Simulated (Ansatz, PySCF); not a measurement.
Gas-phase reaction in SMILES: FCBr [bromo(fluoro)methane] + 2 [H][H] (H2) → Br (HBr) + C (CH4) + F (HF)
Structures are relaxed separately at B3LYP-D3(BJ)/def2-TZVP in Ansatz (a quantum-chemistry and plane-wave program).
Geometry of the first species:
```xyz
5

F     -1.8086     0.8720    -0.1203
C     -1.1928    -0.3299     0.0514
Br     0.7524    -0.1183     0.0147
H     -1.4463    -0.7339     1.0269
H     -1.4520    -0.9932    -0.7682
```
Charge 0, spin multiplicity 1.

Property: energy of full hydrogenation (enthalpy at 298 K, with B3LYP-D3(BJ) rigid-rotor harmonic-oscillator terms from PySCF), in kcal/mol. Cores are frozen in the correlated levels unless marked. Spin-orbit coupling is left out. The frozen core is the preceding noble-gas configuration, with the filled d and f shells of earlier blocks. No relativistic terms. Basis-set limits of correlation are two-point, X^-3; Hartree-Fock from the larger set.

| level | program | energy of full hydrogenation (kcal/mol) |
|---|---|---|
| revPBE-D3(BJ)/def2-TZVPD | Ansatz + dftd3 | -36.0 |
| PBE0/STO-3G | Ansatz | -0.8 |
| PBE0/def2-TZVP | Ansatz | … |
| TPSSh/def2-TZVPD | PySCF | … |
| LC-wPBE-D3(BJ)/def2-TZVPD | Ansatz + dftd3 | -41.5 |
| CCSD(T)/CBS(cc-pVTZ,cc-pVQZ) | Ansatz | -41.5 |

**Question.** What belongs in the gaps?

**Answer.** 
- PBE0/def2-TZVP, energy of full hydrogenation (kcal/mol): -39.2
- TPSSh/def2-TZVPD, energy of full hydrogenation (kcal/mol): -33.9
